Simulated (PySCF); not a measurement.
H4AlFO2Si (SMILES [OH][Al]([OH])[SiH2]F), singlet, geometry from GFN2-xTB (such geometries of metal compounds can be far from the true shape), atoms displaced at random by about 0.08 Å a coordinate.

Input for PySCF:
```python
from pyscf import gto, scf

mol = gto.Mole()
mol.atom = '''
    Si   -1.52030768    0.04535043   -0.01206379
    F    -1.64326752   -1.34821954   -0.75779137
    Al    0.97546419    0.17521639    0.16335823
    O     1.31269244    1.64877758    0.99860538
    O     2.01941499   -0.89148242   -0.31219956
    H    -2.21279258    0.94039891   -1.16162007
    H    -2.38561127   -0.09346244    1.02785445
    H     1.52650566    2.47794247    1.43270447
    H     2.36784109   -1.62272606   -0.61026275
'''
mol.basis = 'sto-3g'
mol.verbose = 3
mol.build()

mf = scf.RHF(mol)
mf.kernel()
g = mf.nuc_grad_method()
grad = g.kernel()
```

Q: What is the computed HOMO energy (HF/STO-3G, gradient (PySCF))?

A: -6.36 eV

Q: What is the computed number of basis functions (HF/STO-3G, gradient)?

A: 37

Q: What HOMO-LUMO gap does HF/STO-3G, gradient give?

A: 14.88 eV

Q: What dipole moment does HF/STO-3G, gradient give?

A: 2.54 D

Q: Predict the total energy from HF/STO-3G, gradient.

A: -772.6382 Eh
